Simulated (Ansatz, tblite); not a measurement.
Removing an electron: the cluster Cu2Te⁻. The state is a doublet with charge -1. Geometry: PBE0-D4/def2-TZVPD. Ansatz, gas phase; energy differences of separate SCF runs; the oxidised species is a singlet (the triplet lies 1.16 eV higher at PBE0-D4/def2-TZVPD).

Cartesian coordinates in Å:
```
Cu 0.0457 -1.0991 -0.8839
Cu -0.5101 -0.2079 1.2992
Te 0.4644 1.3071 -0.4154
```

In the def2 sets Te takes a core potential; there is no spin–orbit coupling. The xTB rows come from tblite. The structure comes from a short search, and lower isomers may exist.

Problem. Estimate orbital energies and vertical ionisation energies at: GFN1-xTB; GFN2-xTB; PBE-D4/def2-TZVPD; r2SCAN-D4/def2-TZVPD; PBE0-D4/def2-TZVPD.

Solution. 
| level | −HOMO (eV) | vertical IE (eV) | −LUMO (eV) | HOMO–LUMO gap (eV) | remarks |
| --- | --- | --- | --- | --- | --- |
| GFN1-xTB | – | 5.93 | – | – | – |
| GFN2-xTB | – | 3.47 | – | – | – |
| PBE-D4/def2-TZVPD | -0.60 | 1.50 | -1.16 | 0.56 | HOMO above zero (-1 doublet) |
| r2SCAN-D4/def2-TZVPD | -0.40 | 1.53 | -1.18 | 0.78 | HOMO above zero (-1 doublet) |
| PBE0-D4/def2-TZVPD | -0.03 | 1.41 | -1.82 | 1.79 | HOMO above zero (-1 doublet) |

  A HOMO above zero means that the electron is unbound at that level or that self-interaction error raises the level; the energy of removing that electron tells which. HOMO and LUMO are the levels of the spin that leaves or enters (xTB has no such levels and no spin-polarisation term). Other spin states of the ions may lie lower, which would lower the ionisation energy or raise the affinity. Raw xTB energy differences between charge states are shifted by several eV; the methods need an empirical correction for them.
